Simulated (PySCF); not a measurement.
5-methylhexane-2,4-dione, C7H12O2.
Numbering: `[CH3:1][C:2](=[O:3])[CH2:4][C:5](=[O:6])[CH:7]([CH3:8])[CH3:9]` (hydrogens: H10, H11, H12 on C1; H13, H14 on C4; H15 on C7; H16, H17, H18 on C8; H19, H20, H21 on C9)

Method: PBE0-D3(BJ)/def2-SVP geometry optimisation, gas phase in PySCF; density fitting, grid level 1; the optimiser is geomeTRIC in internal coordinates, started from a GFN2-xTB structure with every atom displaced at random (about 0.01 Å).

The end geometry, which sets the zero of energy:
```
atom  x, y, z in Å
C1      3.0284    0.2075    0.2983
C2      1.9730   -0.7140   -0.2400
O3      1.9185   -1.8896    0.0274
C4      0.9264   -0.0709   -1.1449
C5     -0.1064    0.6882   -0.3142
O6      0.2003    1.6937    0.2813
C7     -1.4980    0.0907   -0.2502
C8     -2.4923    1.0597    0.3642
C9     -1.4316   -1.2403    0.5087
H10     3.7035    0.5009   -0.5223
H11     2.5589    1.1306    0.6718
H12     3.6059   -0.2955    1.0836
H13     0.4604   -0.8580   -1.7507
H14     1.4086    0.6713   -1.7996
H15    -1.7869   -0.1318   -1.2946
H16    -2.2005    1.3088    1.3950
H17    -2.5364    2.0027   -0.1995
H18    -3.4997    0.6184    0.3844
H19    -2.4100   -1.7421    0.4779
H20    -1.1756   -1.0635    1.5651
H21    -0.6776   -1.9272    0.0964
```

**Question.** These geometries come from the run, each turned onto the end geometry. Order them by energy, lowest first.
A.
```
atom  x, y, z in Å
C1      2.9909    0.2042    0.3314
C2      1.9518   -0.7203   -0.2340
O3      1.8989   -1.8963    0.0309
C4      0.9282   -0.0774   -1.1661
C5     -0.1097    0.7066   -0.3656
O6      0.1851    1.7514    0.1647
C7     -1.4919    0.0929   -0.2538
C8     -2.4757    1.0553    0.3871
C9     -1.4040   -1.2400    0.4977
H10     3.6813    0.5052   -0.4733
H11     2.5127    1.1252    0.6988
H12     3.5541   -0.2999    1.1261
H13     0.4639   -0.8659   -1.7712
H14     1.4357    0.6495   -1.8177
H15    -1.8074   -0.1264   -1.2919
H16    -2.1687    1.2933    1.4163
H17    -2.5280    2.0046   -0.1647
H18    -3.4825    0.6133    0.4191
H19    -2.3930   -1.7208    0.5264
H20    -1.0813   -1.0732    1.5372
H21    -0.6913   -1.9418    0.0408
```
B.
```
atom  x, y, z in Å
C1      2.9958    0.1967    0.3392
C2      1.9681   -0.7183   -0.2466
O3      1.9102   -1.8977   -0.0085
C4      0.9289   -0.0711   -1.1630
C5     -0.1173    0.7087   -0.3779
O6      0.1562    1.7780    0.1167
C7     -1.4973    0.0876   -0.2521
C8     -2.4784    1.0534    0.3871
C9     -1.4118   -1.2391    0.5067
H10     3.6840    0.5244   -0.4625
H11     2.5060    1.1022    0.7257
H12     3.5675   -0.3298    1.1217
H13     0.5167   -0.8749   -1.7650
H14     1.4376    0.6781   -1.8086
H15    -1.8173   -0.1432   -1.2866
H16    -2.1642    1.2964    1.4145
H17    -2.5330    2.0021   -0.1682
H18    -3.4822    0.6095    0.4207
H19    -2.4090   -1.7016    0.5540
H20    -1.0692   -1.0664    1.5462
H21    -0.7225   -1.9556    0.0446
```
C.
```
atom  x, y, z in Å
C1      2.9827    0.2017    0.3448
C2      1.9462   -0.7186   -0.2312
O3      1.8922   -1.8953    0.0305
C4      0.9248   -0.0782   -1.1724
C5     -0.1145    0.7098   -0.3878
O6      0.1904    1.7630    0.1204
C7     -1.4942    0.0942   -0.2562
C8     -2.4738    1.0550    0.3947
C9     -1.3956   -1.2389    0.4936
H10     3.6783    0.5092   -0.4535
H11     2.5018    1.1213    0.7133
H12     3.5429   -0.3071    1.1393
H13     0.4720   -0.8759   -1.7776
H14     1.4368    0.6514   -1.8212
H15    -1.8202   -0.1276   -1.2907
H16    -2.1563    1.2930    1.4206
H17    -2.5321    2.0047   -0.1553
H18    -3.4797    0.6113    0.4352
H19    -2.3859   -1.7154    0.5444
H20    -1.0501   -1.0747    1.5272
H21    -0.6969   -1.9437    0.0197
```
D.
```
atom  x, y, z in Å
C1      2.9798    0.1694    0.3153
C2      1.9327   -0.7327   -0.2895
O3      1.8560   -1.9147   -0.0787
C4      0.9615   -0.0257   -1.1935
C5     -0.0811    0.6811   -0.3142
O6      0.2314    1.6583    0.3402
C7     -1.4518    0.0695   -0.2658
C8     -2.4583    1.0463    0.3325
C9     -1.3817   -1.2139    0.5784
H10     3.6486    0.5112   -0.4555
H11     2.4471    1.0737    0.7079
H12     3.5155   -0.3096    1.1040
H13     0.4084   -0.7577   -1.8406
H14     1.4278    0.7188   -1.7854
H15    -1.7604   -0.1956   -1.2895
H16    -2.1600    1.3474    1.3414
H17    -2.5513    1.9489   -0.2733
H18    -3.4628    0.5766    0.4048
H19    -2.3504   -1.7171    0.5753
H20    -1.1198   -0.9828    1.5866
H21    -0.6624   -1.9120    0.1377
```

**Answer.** A (0.002 eV), C (0.006 eV), B (0.023 eV), D (0.173 eV).

In the order of the answer:

```json
{"step": "5", "E above end (eV)": "0.002", "largest force (eV/Å)": "0.03", "rms force component (eV/Å)": "0.008", "rms distance from end (Å)": "0.053", "rms bond change (Å)": "0.000", "bond most changed (Å)": "C7–C9 -0.001"}
{"step": "2", "E above end (eV)": "0.006", "largest force (eV/Å)": "0.19", "rms force component (eV/Å)": "0.035", "rms distance from end (Å)": "0.071", "rms bond change (Å)": "0.002", "bond most changed (Å)": "C4–C5 -0.005"}
{"step": "1", "E above end (eV)": "0.023", "largest force (eV/Å)": "0.79", "rms force component (eV/Å)": "0.155", "rms distance from end (Å)": "0.068", "rms bond change (Å)": "0.005", "bond most changed (Å)": "C4–H13 -0.012"}
{"step": "0", "E above end (eV)": "0.173", "largest force (eV/Å)": "2.50", "rms force component (eV/Å)": "0.606", "rms distance from end (Å)": "0.086", "rms bond change (Å)": "0.019", "bond most changed (Å)": "C4–H14 -0.042"}
```

What follows is the cost of the whole optimisation. The run took 2.9 min of wall time on an Arm Neoverse V1 with one thread, no GPU (shared host), and the process peaked at 0.87 GiB of memory.
